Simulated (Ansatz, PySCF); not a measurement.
B (SMILES [B-]), charge -1, triplet (in this run its highest filled SCF level lies above zero, so its values depend strongly on the basis, on diffuse functions most of all). Base run: HF/6-31G* (PySCF).

PySCF was given this input:
```python
from pyscf import gto, scf

mol = gto.M(
    atom='''
B     0.00000000    0.00000000    0.00000000
''',
    basis='6-31g*',
    charge=-1,
    spin=2,
    verbose=4,
)

mf = scf.UHF(mol)
mf.kernel()
```

The same geometry, method and basis name were run in Ansatz (a quantum-chemistry and plane-wave program) and PySCF, at each program's defaults and at the settings that a row names. The base is PySCF at its defaults. Differences at the defaults can come from grids, fitting, cores and function types together.

```tsv
code and settings	ΔE vs base (mEh)	basis functions	E (Eh)	SCF cycles
PySCF, defaults (exact integrals, spherical functions)	0.000	14	-24.46457	7
Ansatz, defaults (factorised integrals, Cartesian functions)	-0.048	15	-24.46462	-
PySCF, density fitting with def2-universal-jkfit	0.001	14	-24.46457	7
Ansatz, high accuracy, Cartesian functions as the basis file defines them	-0.049	15	-24.46462	-
```

Open shells are given as the SCF converged; they aren't shown to be the lowest states, and a large step between rows can be another state.
